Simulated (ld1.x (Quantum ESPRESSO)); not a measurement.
What the settings do to the TM potential of germanium

Base potential:

Ge (Z = 32), norm-conserving Troullier–Martins (Kleinman–Bylander form), made with ld1.x (Quantum ESPRESSO) 7.5 (PBE, scalar-relativistic). Core [Ar] 3d10, reference 4s2 4p0 (charge +2). Waves: 4s (bound): rc 1.20 bohr; 4p (bound, empty): rc 1.60 bohr. Local part: the p channel. Core correction: Bessel-smoothed model core, default radius (core density twice the valence density).

All-electron outer shells of the reference configuration (PBE, scalar-relativistic, ld1.x):

| shell | level (eV) | outermost node (bohr) | outermost maximum (bohr) |
| --- | --- | --- | --- |
| 3p | -135.57 | 0.23 | 0.54 |
| 3d | -49.19 | – | 0.50 |
| 4s | -29.25 | 0.77 | 1.66 |
| 4p | -19.81 | 0.81 | 1.98 |

Cutoffs, loose and tight: the cutoffs (Ry, on a coarse ladder) from which the occupation-weighted sum of valence levels, in a spherical-Bessel basis at the reference potential, stays within 10 and 1 mRy of its value at 400 Ry. They do not see the model core or the augmentation charge, which bear on the density cutoff. Test errors are all-electron minus pseudo excitation energies from the reference, over the configurations 4s2 4p2; 4s2 4p1; 4s1 4p0; 4s2 4p1.5; 4s0 4p4; 4s1 4p3; 4s2 4p2.3. A dash means not determined; rows that change the core or the reference have their own tests.

A true bound ghost makes a file unfit for plane-wave use even where its test errors are small: the radial tests pick states by their node count and pass the ghost by.

Cutoffs are not given where the Bessel-basis levels miss the radial ones by over 6 mRy, ghosts where they miss by over 20 mRy; a channel whose overlap is not positive is not tested.

| change | outcome | cutoff, loose | cutoff, tight | bound ghosts | largest test error (meV) |
| --- | --- | --- | --- | --- | --- |
| base | generated | 55 Ry | 200 Ry | s | -104 |
| all radii but the core radius scaled by about 0.86 (s 1.04, p 1.38 bohr) | generated | 200 Ry | over 300 Ry | s | -110 |
| all radii but the core radius scaled by about 1.14 (s 1.36, p 1.82 bohr) | generated | 40 Ry | 90 Ry | none | -105 |

(1) What comes out with this change to the base: all radii but the core radius scaled by about 1.21 (s 1.46, p 1.94 bohr)?

(2) What comes out with this change to the base: all radii but the core radius scaled by about 1.40 (s 1.68, p 2.24 bohr)?

(3) What comes out with this change to the base: all radii but the core radius scaled by about 0.78 (s 0.94, p 1.24 bohr)?

Results:

(1) outcome: generated; cutoff, loose: 35 Ry; cutoff, tight: 70 Ry; bound ghosts: none; largest test error (meV): -104.

(2) outcome: generated; cutoff, loose: 30 Ry; cutoff, tight: 45 Ry; bound ghosts: s; largest test error (meV): -100.

(3) outcome: generated; bound ghosts: s; largest test error (meV): -103.

Reading the sweep of the scale of all radii but the core radius (base = 1) (base included, trends over the rows without a ghost): Bound ghosts are found at 0.78, 0.86, 1, 1.4.
